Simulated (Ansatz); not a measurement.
`B[SiH](C)OC` + `FCCCl` → `BCCCl` + `CO[SiH](C)F`  (formal exchange of groups at a B–Si bond)

Computed with Ansatz on PBE0-D4/def2-TZVP structures; ΔE is electronic, products minus reactants. CBS: MP2 limit from def2 TZ/QZ plus the TZ coupled-cluster correction, frozen cores. This one scheme is used for every species. Functionals use def2-TZVPP. Each species was taken in one conformer, which may not be the lowest.

`B[SiH](C)OC`:

Cartesian coordinates in Å:
```
B -1.482 -0.745 1.811
Si -0.583 -0.011 0.177
C 0.337 1.582 0.550
O 0.428 -1.154 -0.458
C 1.091 -0.982 -1.686
H -2.264 -0.061 2.408
H -1.287 -1.846 2.231
H -1.636 0.311 -0.844
H 0.798 1.989 -0.354
H 1.124 1.425 1.291
H -0.354 2.334 0.939
H 1.570 -1.925 -1.956
H 1.866 -0.209 -1.623
H 0.393 -0.707 -2.487
```

`FCCCl`:

Cartesian coordinates in Å:
```
F -0.804 1.031 1.264
C -0.592 0.499 0.007
C 0.573 -0.457 0.084
Cl 0.858 -1.153 -1.525
H -0.380 1.318 -0.685
H -1.501 -0.017 -0.310
H 0.364 -1.276 0.771
H 1.482 0.055 0.394
```

`BCCCl`:

Cartesian coordinates in Å:
```
B -0.101 -1.038 -1.019
C -0.602 -0.013 0.038
C 0.443 0.869 0.680
Cl 1.566 -0.113 1.670
H -0.826 -1.914 -1.391
H 0.978 -0.922 -1.526
H -1.237 -0.482 0.797
H -1.298 0.627 -0.538
H 1.057 1.373 -0.065
H 0.019 1.612 1.354
```

`CO[SiH](C)F`:

Z-matrix (Å, degrees):
```
C
O 1 1.411
H 1 1.094 2 110.9
H 1 1.091 2 108.3 3 119.3
H 1 1.096 2 111.6 3 -121.3
Si 2 1.628 1 124.7 3 78.1
F 6 1.602 2 109.7 1 -65.8
C 6 1.843 2 108.2 1 175.0
H 6 1.486 2 109.8 1 49.4
H 8 1.092 6 110.5 2 57.7
H 8 1.092 6 110.7 2 177.7
H 8 1.092 6 110.5 2 -62.2
```

CCSD(T)/CBS gives -280.5 kJ/mol.

Problem. Another level gave -266.4 kJ/mol. Which?
A. PBE0/def2-TZVPP
B. SCS-MP2/def2-TZVPP
C. CCSD(T)/def2-TZVPP
D. MP2/def2-TZVPP

Solution. A. PBE0 -266.4, CCSD(T)/def2-TZVPP -276.1, MP2/def2-TZVPP -292.0, SCS-MP2/def2-TZVPP -284.2 kJ/mol.

Largest T1 diagnostic among the species: 0.011.

From PBE to PBE0 (25 % exact exchange), in def2-TZVPP and without D4, ΔE moves by −8.0 kJ/mol.

CCSD(T)/CBS has its own doubt, a few kJ/mol and more with outer-core shells, so smaller differences from it don't rank the levels.
